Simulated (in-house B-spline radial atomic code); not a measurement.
Orbital energies and mean radii along the 36-electron series, configuration [Ar] 3d10 4s2 4p6. The effective charge is n√(-2ε), a non-relativistic measure. Computed with a B-spline radial code for spherical atoms: Dirac-Hartree-Fock, average of the configuration, finite nuclei.

```json
{"ion": "Cs19+", "Z": "55", "energy of 3p3/2 (Eh)": "-55.482", "mean radius of 3p3/2 (bohr)": "0.2961", "energy of 3d5/2 (Eh)": "-45.429", "mean radius of 3d5/2 (bohr)": "0.27092", "energy of 3s1/2 (Eh)": "-63.57", "mean radius of 3s1/2 (bohr)": "0.295", "energy of 3p1/2 (Eh)": "-58.085", "mean radius of 3p1/2 (bohr)": "0.28507", "effective charge of 3p3/2": "31.602"}
{"ion": "Ba20+", "Z": "56", "energy of 3p3/2 (Eh)": "-59.144", "mean radius of 3p3/2 (bohr)": "0.28906", "energy of 3d5/2 (Eh)": "-48.769", "mean radius of 3d5/2 (bohr)": "0.26395", "energy of 3s1/2 (Eh)": "-67.641", "mean radius of 3s1/2 (bohr)": "0.28794", "energy of 3p1/2 (Eh)": "-61.989", "mean radius of 3p1/2 (bohr)": "0.27792", "effective charge of 3p3/2": "32.628"}
{"ion": "La21+", "Z": "57", "energy of 3p3/2 (Eh)": "-62.921", "mean radius of 3p3/2 (bohr)": "0.28233", "energy of 3d5/2 (Eh)": "-52.219", "mean radius of 3d5/2 (bohr)": "0.25733", "energy of 3s1/2 (Eh)": "-71.847", "mean radius of 3s1/2 (bohr)": "0.28118", "energy of 3p1/2 (Eh)": "-66.026", "mean radius of 3p1/2 (bohr)": "0.27107", "effective charge of 3p3/2": "33.654"}
{"ion": "Ce22+", "Z": "58", "energy of 3p3/2 (Eh)": "-66.815", "mean radius of 3p3/2 (bohr)": "0.2759", "energy of 3d5/2 (Eh)": "-55.781", "mean radius of 3d5/2 (bohr)": "0.25104", "energy of 3s1/2 (Eh)": "-76.19", "mean radius of 3s1/2 (bohr)": "0.27469", "energy of 3p1/2 (Eh)": "-70.198", "mean radius of 3p1/2 (bohr)": "0.26452", "effective charge of 3p3/2": "34.68"}
{"ion": "Pr23+", "Z": "59", "energy of 3p3/2 (Eh)": "?", "mean radius of 3p3/2 (bohr)": "?", "energy of 3d5/2 (Eh)": "?", "mean radius of 3d5/2 (bohr)": "?", "energy of 3s1/2 (Eh)": "?", "mean radius of 3s1/2 (bohr)": "?", "energy of 3p1/2 (Eh)": "?", "mean radius of 3p1/2 (bohr)": "?", "effective charge of 3p3/2": "?"}
{"ion": "Nd24+", "Z": "60", "energy of 3p3/2 (Eh)": "-74.952", "mean radius of 3p3/2 (bohr)": "0.26385", "energy of 3d5/2 (Eh)": "-63.24", "mean radius of 3d5/2 (bohr)": "0.23936", "energy of 3s1/2 (Eh)": "-85.288", "mean radius of 3s1/2 (bohr)": "0.26247", "energy of 3p1/2 (Eh)": "-78.951", "mean radius of 3p1/2 (bohr)": "0.25222", "effective charge of 3p3/2": "36.731"}
{"ion": "Pm25+", "Z": "61", "energy of 3p3/2 (Eh)": "-79.196", "mean radius of 3p3/2 (bohr)": "0.25819", "energy of 3d5/2 (Eh)": "-67.136", "mean radius of 3d5/2 (bohr)": "0.23391", "energy of 3s1/2 (Eh)": "-90.047", "mean radius of 3s1/2 (bohr)": "0.25671", "energy of 3p1/2 (Eh)": "-83.534", "mean radius of 3p1/2 (bohr)": "0.24644", "effective charge of 3p3/2": "37.756"}
{"ion": "Sm26+", "Z": "62", "energy of 3p3/2 (Eh)": "-83.556", "mean radius of 3p3/2 (bohr)": "0.25277", "energy of 3d5/2 (Eh)": "-71.142", "mean radius of 3d5/2 (bohr)": "0.22872", "energy of 3s1/2 (Eh)": "-94.946", "mean radius of 3s1/2 (bohr)": "0.25116", "energy of 3p1/2 (Eh)": "-88.256", "mean radius of 3p1/2 (bohr)": "0.24088", "effective charge of 3p3/2": "38.782"}
{"ion": "Eu27+", "Z": "63", "energy of 3p3/2 (Eh)": "-88.033", "mean radius of 3p3/2 (bohr)": "0.24755", "energy of 3d5/2 (Eh)": "-75.26", "mean radius of 3d5/2 (bohr)": "0.22374", "energy of 3s1/2 (Eh)": "-99.988", "mean radius of 3s1/2 (bohr)": "0.24581", "energy of 3p1/2 (Eh)": "-93.119", "mean radius of 3p1/2 (bohr)": "0.23554", "effective charge of 3p3/2": "39.807"}
{"ion": "Gd28+", "Z": "64", "energy of 3p3/2 (Eh)": "-92.628", "mean radius of 3p3/2 (bohr)": "0.24254", "energy of 3d5/2 (Eh)": "-79.489", "mean radius of 3d5/2 (bohr)": "0.21899", "energy of 3s1/2 (Eh)": "-105.17", "mean radius of 3s1/2 (bohr)": "0.24066", "energy of 3p1/2 (Eh)": "-98.124", "mean radius of 3p1/2 (bohr)": "0.23039", "effective charge of 3p3/2": "40.833"}
{"ion": "Tb29+", "Z": "65", "energy of 3p3/2 (Eh)": "?", "mean radius of 3p3/2 (bohr)": "?", "energy of 3d5/2 (Eh)": "?", "mean radius of 3d5/2 (bohr)": "?", "energy of 3s1/2 (Eh)": "?", "mean radius of 3s1/2 (bohr)": "?", "energy of 3p1/2 (Eh)": "?", "mean radius of 3p1/2 (bohr)": "?", "effective charge of 3p3/2": "?"}
{"ion": "Dy30+", "Z": "66", "energy of 3p3/2 (Eh)": "-102.17", "mean radius of 3p3/2 (bohr)": "0.23308", "energy of 3d5/2 (Eh)": "-88.279", "mean radius of 3d5/2 (bohr)": "0.21005", "energy of 3s1/2 (Eh)": "-115.98", "mean radius of 3s1/2 (bohr)": "0.23088", "energy of 3p1/2 (Eh)": "-108.56", "mean radius of 3p1/2 (bohr)": "0.22065", "effective charge of 3p3/2": "42.884"}
{"ion": "Ho31+", "Z": "67", "energy of 3p3/2 (Eh)": "-107.12", "mean radius of 3p3/2 (bohr)": "0.22861", "energy of 3d5/2 (Eh)": "-92.841", "mean radius of 3d5/2 (bohr)": "0.20585", "energy of 3s1/2 (Eh)": "-121.61", "mean radius of 3s1/2 (bohr)": "0.22623", "energy of 3p1/2 (Eh)": "-114", "mean radius of 3p1/2 (bohr)": "0.21603", "effective charge of 3p3/2": "43.91"}
{"ion": "Er32+", "Z": "68", "energy of 3p3/2 (Eh)": "-112.18", "mean radius of 3p3/2 (bohr)": "0.22429", "energy of 3d5/2 (Eh)": "-97.513", "mean radius of 3d5/2 (bohr)": "0.20182", "energy of 3s1/2 (Eh)": "-127.38", "mean radius of 3s1/2 (bohr)": "0.22174", "energy of 3p1/2 (Eh)": "-119.59", "mean radius of 3p1/2 (bohr)": "0.21157", "effective charge of 3p3/2": "44.936"}
{"ion": "Tm33+", "Z": "69", "energy of 3p3/2 (Eh)": "?", "mean radius of 3p3/2 (bohr)": "?", "energy of 3d5/2 (Eh)": "?", "mean radius of 3d5/2 (bohr)": "?", "energy of 3s1/2 (Eh)": "?", "mean radius of 3s1/2 (bohr)": "?", "energy of 3p1/2 (Eh)": "?", "mean radius of 3p1/2 (bohr)": "?", "effective charge of 3p3/2": "?"}
{"ion": "Yb34+", "Z": "70", "energy of 3p3/2 (Eh)": "-122.66", "mean radius of 3p3/2 (bohr)": "0.21611", "energy of 3d5/2 (Eh)": "-107.19", "mean radius of 3d5/2 (bohr)": "0.19421", "energy of 3s1/2 (Eh)": "-139.4", "mean radius of 3s1/2 (bohr)": "0.21319", "energy of 3p1/2 (Eh)": "-131.22", "mean radius of 3p1/2 (bohr)": "0.20309", "effective charge of 3p3/2": "46.989"}
```

(1) Fill in the row of Pr23+.

(2) Fill in the row of Tb29+.

(3) Fill in the row of Tm33+.

(4) How does the screening of 3p3/2 change?

Answers

(1) energy of 3p3/2 (Eh): -70.826; mean radius of 3p3/2 (bohr): 0.26975; energy of 3d5/2 (Eh): -59.455; mean radius of 3d5/2 (bohr): 0.24506; energy of 3s1/2 (Eh): -80.67; mean radius of 3s1/2 (bohr): 0.26846; energy of 3p1/2 (Eh): -74.506; mean radius of 3p1/2 (bohr): 0.25825; effective charge of 3p3/2: 35.705.

(2) energy of 3p3/2 (Eh): -97.339; mean radius of 3p3/2 (bohr): 0.23772; energy of 3d5/2 (Eh): -83.829; mean radius of 3d5/2 (bohr): 0.21443; energy of 3s1/2 (Eh): -110.5; mean radius of 3s1/2 (bohr): 0.23568; energy of 3p1/2 (Eh): -103.27; mean radius of 3p1/2 (bohr): 0.22543; effective charge of 3p3/2: 41.858.

(3) energy of 3p3/2 (Eh): -117.36; mean radius of 3p3/2 (bohr): 0.22013; energy of 3d5/2 (Eh): -102.3; mean radius of 3d5/2 (bohr): 0.19794; energy of 3s1/2 (Eh): -133.31; mean radius of 3s1/2 (bohr): 0.2174; energy of 3p1/2 (Eh): -125.33; mean radius of 3p1/2 (bohr): 0.20726; effective charge of 3p3/2: 45.962.

(4) Z less the effective charge goes from 23.40 at Z = 55 to 23.01 at Z = 70.
